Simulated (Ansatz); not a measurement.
Cost and result for the atomization energy of CH₅FO₂Si (`OC(F)O[SiH3]`) (10 atoms, 9 bonds).

```xyz
10

O     0.249    1.314   -1.873
C    -0.025    0.232   -1.108
F     0.981   -0.715   -1.235
O    -0.113    0.575    0.215
Si   -0.234   -0.528    1.456
H     0.930    1.831   -1.425
H    -0.938   -0.236   -1.489
H    -1.201   -1.591    1.077
H     1.080   -1.135    1.771
H    -0.730    0.252    2.611
```

Charge 0, multiplicity 1. The structure was optimised at the PBE0-D4/def2-TZVP level. It is one conformer, not always the lowest. Program: Ansatz. All runs use 4 threads of an Arm Neoverse V1 on a shared host. Times are those of one run each, without the atoms' runs, and a repeat can differ threefold. Electronic energies, without spin–orbit coupling; frozen cores. CCSD(T)/CBS adds CCSD(T) − MP2 in def2-TZVPP to the MP2 limit, and its time is that of the two runs behind it. T1 = 0.012.

CCSD(T)/CBS is a level of theory with its own doubt, some kJ/mol a heavy atom from the limit and from the frozen cores, so smaller differences don't rank the functionals.

```json
{"level": "LDA (SPW92)/def2-TZVPP", "functions": "236", "wall time": "1.2 s", "atomization (kJ/mol)": "4254.0", "difference from CCSD(T)/CBS": "593.7", "per bond": "66.0"}
{"level": "revPBE-D4/def2-TZVPP", "functions": "236", "wall time": "2 s", "atomization (kJ/mol)": "3604.9", "difference from CCSD(T)/CBS": "-55.4", "per bond": "-6.2"}
{"level": "PBE-D4/def2-TZVPP (with forces)", "functions": "236", "wall time": "2.4 s", "atomization (kJ/mol)": "3714.6", "difference from CCSD(T)/CBS": "54.3", "per bond": "6.0"}
{"level": "PBE0-D4/def2-TZVPP", "functions": "236", "wall time": "2.8 s", "atomization (kJ/mol)": "3621.9", "difference from CCSD(T)/CBS": "-38.4", "per bond": "-4.3"}
{"level": "BHLYP-D4/def2-TZVPP", "functions": "236", "wall time": "2.8 s", "atomization (kJ/mol)": "3499.4", "difference from CCSD(T)/CBS": "-160.9", "per bond": "-17.9"}
{"level": "B2PLYP/def2-TZVPP", "functions": "236", "wall time": "4.8 s", "atomization (kJ/mol)": "3605.7", "difference from CCSD(T)/CBS": "-54.6", "per bond": "-6.1"}
{"level": "r2SCAN-D4/def2-TZVPP (with forces)", "functions": "236", "wall time": "4.9 s", "atomization (kJ/mol)": "3656.5", "difference from CCSD(T)/CBS": "-3.8", "per bond": "-0.4"}
{"level": "CCSD(T)/def2-SVP", "functions": "99", "wall time": "4.9 s", "atomization (kJ/mol)": "3425.0", "difference from CCSD(T)/CBS": "-235.3", "per bond": "-26.1"}
{"level": "ωB97X-V/def2-TZVPP", "functions": "236", "wall time": "7 s", "atomization (kJ/mol)": "3667.3", "difference from CCSD(T)/CBS": "7.0", "per bond": "0.8"}
{"level": "ωB97M-V/def2-TZVPP (with forces)", "functions": "236", "wall time": "10 s", "atomization (kJ/mol)": "3663.3", "difference from CCSD(T)/CBS": "3.0", "per bond": "0.3"}
{"level": "MP2/def2-QZVPP", "functions": "448", "wall time": "21 s", "atomization (kJ/mol)": "3703.1", "difference from CCSD(T)/CBS": "42.8", "per bond": "4.8"}
{"level": "CCSD(T)/def2-TZVPP", "functions": "236", "wall time": "2.7 min", "atomization (kJ/mol)": "3555.0", "difference from CCSD(T)/CBS": "-105.3", "per bond": "-11.7"}
{"level": "CCSD(T)/CBS(def2)", "functions": "–", "wall time": "3 min", "atomization (kJ/mol)": "3660.3", "difference from CCSD(T)/CBS": "0.0", "per bond": "0.0"}
```

From r2SCAN to r2SCAN0 (25 % exact exchange), in def2-TZVPP and without D4, the atomization energy moves by −83.7 kJ/mol: exact exchange takes away binding that semilocal exchange gives to molecules. In def2-TZVPP, CCSD(T) changes the Hartree–Fock value by +988.8 kJ/mol (the triples alone add +58.0 kJ/mol) and MP2 by +1074.2 kJ/mol; breaking electron pairs costs correlation energy, which Hartree–Fock lacks. The D4 term adds +26.9 kJ/mol with B3LYP and +14.0 kJ/mol with PBE0; it sums over pairs of atoms, weighted by their polarisabilities, and B3LYP, whose exchange is more repulsive, gets the larger term.

B3LYP here is the variant with VWN-RPA as its local correlation; programs differ in this.
